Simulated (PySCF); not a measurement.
# N³⁺: interval between two levels

N³⁺ [He] 2s2 → N³⁺ [He] 2s1 2p1 [3P2, M_J = 2], as a difference of total energies. Computed with PySCF 2.14 in x2c-TZVPall-2c (5s3p2d1f, 31 functions), with the two-component X2C-1e Hamiltonian. Correlated levels: 1s2 frozen. "Screened" scales the spin-orbit matrix elements by Boettger's factors to mimic the two-electron term; Breit and QED terms are absent.

```tsv
method	interval between two levels (cm⁻¹)
GHF (spin-free)	50176
GMP2 (spin-free)	59986
GHF (screened spin-orbit)	50258
GMP2 (screened spin-orbit)	60067
```

The labels give the starting determinants; with spin-orbit coupling the two ends relaxed to ⟨J²⟩ = 0.00, ⟨L²⟩ = 0.00, ⟨S²⟩ = 0.00 and ⟨J²⟩ = 6.00, ⟨L²⟩ = 2.00, ⟨S²⟩ = 2.00.
